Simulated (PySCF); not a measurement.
## Correlation energy of Au (gold, neutral)

[Xe] 4f14 5d9 6s2, 2D determinant (an excited configuration). Calculation: PySCF 2.14, in x2c-TZVPPall with one added diffuse shell each of s, p, d, f type (12s8p8d4f1g, 113 functions); scalar relativity by spin-free X2C-1e. Frozen: [Xe] 4f14; 11 electrons correlated.

```tsv
level	correlation energy (mhartree)
CCSD	-336.99
(T)	-14.22
CCSD(T)	-351.21
```

Diagnostics: T1 = 0.017, D1 = 0.0572, largest double amplitude 0.043.

Spin-orbit coupling, absent here, splits the open shell strongly.

Cost of the coupled-cluster step: of the order of 17 core-seconds, for 11 correlated electrons.
